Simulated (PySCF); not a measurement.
How methods differ on the ionisation energy of O²⁺

O²⁺ [He] 2s2 2p2 (3P) → O³⁺ [He] 2s2 2p1 (2P), as a difference of total energies. All numbers are calculated (PySCF 2.14, the non-relativistic Hamiltonian (point nucleus), in aug-cc-pwCVTZ (7s6p4d2f, 59 functions)). Correlated levels: valence: 1s2 frozen; valence and next inner shell: nothing frozen. The calculations carry no spin-orbit coupling.

| method | ionisation energy (eV) | difference from reference (eV) |
| --- | --- | --- |
| UHF | 54.583 | -0.353 |
| LDA | 55.395 | +0.459 |
| PBE | 55.244 | +0.308 |
| PBE0 | 55.279 | +0.343 |
| r2SCAN | 55.579 | +0.643 |
| PBEsol | 55.141 | +0.205 |
| TPSSh | 55.224 | +0.288 |
| revPBE | 55.176 | +0.240 |
| wB97M-V | 54.924 | -0.012 |
| MP2 (valence) | 54.981 | +0.045 |
| SCS-MP2 (valence) | 54.828 | -0.108 |
| MP2 (valence and next inner shell) | 55.037 | +0.101 |
| SCS-MP2 (valence and next inner shell) | 54.869 | -0.067 |

Reference: 54.936 eV (semi-empirical (NIST evaluation); NIST Atomic Spectra Database, ionization energies).

Errors of the correlated levels include the incompleteness of this basis and the frozen core.
